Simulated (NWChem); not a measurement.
WO2BrF; SMILES [W](=[O])([F])(=[O])[Br]

This build's default masses of Se (78.918 u) and Br (79.917 u) are each other's, which moves their modes by up to 0.6 %. def2 effective core potentials on W; no spin-orbit coupling.

Q: Give the equilibrium geometry at PBE0/def2-SVP with def2 effective core potentials on W (NWChem) as a list of bonds and angles, with the point group.

A: point group Cs; any orientation.
Bond lengths (Å): W1–O2 1.692, W1–O3 1.692, W1–F4 1.859, W1–Br5 2.413. Angles (°): O2–W1–O3 106.0, O2–W1–F4 109.6, O2–W1–Br5 108.2, O3–W1–F4 109.6, O3–W1–Br5 108.2, F4–W1–Br5 114.8.
